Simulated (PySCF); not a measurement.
These are B3LYP-D3(BJ)/def2-TZVP // TPSS-D3(BJ)/def2-SVP (PySCF 2.14.0) values and carry that method's errors. All species are isolated molecules in the gas phase. One relaxed conformer stands for a flexible species; it need not be the lowest. B3LYP has the VWN-RPA correlation part, as in Gaussian. 

Reference species: [Ti(NH2)4] (neutral, multiplicity 1).

```yaml
mean_distance_from_the_central_atom_to_its_bonded_neighbours: 1.901 Å
charge on the central atom (meta-Löwdin): 1.25 e
charge on the central atom (Mulliken): 1.61 e
coordination_number: 4
```

After one change: the mean distance from the central atom to its bonded neighbours falls by 0.024 Å; the charge on the central atom (meta-Löwdin) increases by 0.05 e; the charge on the central atom (Mulliken) falls by 0.06 e; the coordination number is nearly the same.

Question: Which change was made? The new species is one of these.
(A) [Ti(OH)3(NH2)]
(B) [Ti(OH)4]
(C) [Ti(OH)(NH2)3]

Answer: C, [Ti(OH)(NH2)3]
